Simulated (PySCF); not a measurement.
Si(Cl)(Me)(OH)(NH2) (CH₆ClNOSi), SMILES [Si](N)(C)(O)Cl. Heavy atoms are numbered as in [CH3:1][Si:2]([NH2:3])([OH:4])[Cl:5]. Hydrogens are named by the atom that carries them.

Geometry optimised at PBE0-D3(BJ)/def2-SVP. The structure was generated by enumeration, and PubChem lists no compound with its InChIKey, so it may never have been made. Other conformers were not sampled.

The numbers are results of PBE/pcSseg-1 (PySCF), not measurements.

GIAO shieldings, no solvent; atoms alike by connectivity are averaged. δ = σ(ref) − σ: ¹³C against TMS (σ = 182.0 ppm); ²⁹Si against TMS (σ = 335.4 ppm); ¹⁵N against NH3 (σ = 267.0 ppm); ¹⁷O against H2O (σ = 334.3 ppm); ³⁵Cl against HCl (σ = 936.5 ppm); ¹H against TMS (σ = 31.49 ppm), references at their B3LYP-D3(BJ)/def2-TZVP geometries, non-relativistic (without spin–orbit terms, shifts of atoms bonded to Cl or Br come out too high).

**Question.** Estimate the chemical shifts. (Estimate from the structure and the level; the computed values follow.)

**Answer.** 
```
nucleus     atoms  count  δ (ppm)
-------  --------  -----  -------
¹³C      C1 (CH3)      1      3.8
²⁹Si          Si2      1      3.0
¹⁵N      N3 (NH2)      1     48.1
¹⁷O       O4 (OH)      1     73.0
³⁵Cl          Cl5      1     87.9
¹H        H on O4      1     1.63
¹H        H on N3      2     1.05
¹H        H on C1      3     0.54
```
